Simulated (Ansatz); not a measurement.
A run for Ansatz (a first-principles code): R-CCSD(T)/aug-cc-pV(T+d)Z on N2 (SMILES N#N) with ghost functions, monomers drawn apart or pushed together. Files ending in .json are basis or fitting sets from the Basis Set Exchange.

Ansatz 0.2 input:
```yaml
crystal:
  periodic: [false, false, false]
  atoms:
    - {symbol: N, position_ang: [0.40772971, -0.85728750, -0.59430610]}
    - {symbol: N, position_ang: [0.18693513, 0.07186987, -0.06743402]}
basis:
  gaussian:
    orbitals: aug-cc-pV_T+d_Z.json
    ghost_atoms:
      - {symbol: S, position_ang: [-0.53773485, 0.67544427, 4.73479731]}
      - {symbol: H, position_ang: [-0.58578557, 1.27622213, 3.53556182]}
      - {symbol: H, position_ang: [0.78803387, 0.85938184, 4.83975596]}
magnetization: {spin_polarized: false}
correlation: {method: ccsd_t, electrons: outside_noble_gas}
scf: {lower_state_search: off}
```

It printed:

```
WARN ansatz: RAYON_NUM_THREADS=2 ignored (pool sized by the plan → 2); use --threads N
Functional definition: HF
these checks for a lower state are left out or cut short: stability, starts, cluster_reference, orbital_swaps, neighbouring_geometries, increment
integrals: 0.72 GiB planned
1110 factors; integrals over basis functions are off by at most 1.2e-3 eV
mean field: 0.39 GiB planned
mean field evaluation 1: about -2965.3198 eV, gradient 1.1e1 eV
mean field evaluation 2: about -2965.3343 eV, gradient 1.2e1 eV
mean field evaluation 4: about -2965.6571 eV, gradient 6.0e-1 eV
mean field evaluation 8: about -2965.6581 eV, gradient 2.9e-4 eV
mean field -2965.65810431 eV, -108.9859251380 hartree, gradient 2.9e-6 eV, S^2 0.000000; 0 other end points of the search recorded, 0 dependent functions left out
2 core orbitals not correlated
reference -2965.65810431 eV, -108.9859251380 hartree; 5, 5 occupied and 186, 186 virtual orbitals, 1110 factors
second order -10.27541231 eV of doubles, -0.00000000 eV of singles
coupled cluster: 2.09 GiB planned
cycle   1  -9.79791312 eV  change    4.8e-1 eV  update   8.1e-2
cycle   2  -10.15379913 eV  change   -3.6e-1 eV  update   2.5e-2
cycle   3  -10.21634224 eV  change   -6.3e-2 eV  update   9.9e-3
cycle   4  -10.21836120 eV  change   -2.0e-3 eV  update   2.3e-3
cycle   5  -10.22052645 eV  change   -2.2e-3 eV  update   6.3e-4
cycle   6  -10.22055204 eV  change   -2.6e-5 eV  update   1.3e-4
cycle   7  -10.22062046 eV  change   -6.8e-5 eV  update   2.8e-5
cycle   8  -10.22063110 eV  change   -1.1e-5 eV  update   7.3e-6
perturbative correction -0.51441500 eV, -0.0189044024 hartree
Total energy: -2976.39315041 eV, -109.3804308057 hartree
Checks for a lower state left out: stability, starts, cluster_reference, orbital_swaps, neighbouring_geometries, increment
```

Self-consistency was reached.

Cost: roughly 30 core-seconds.
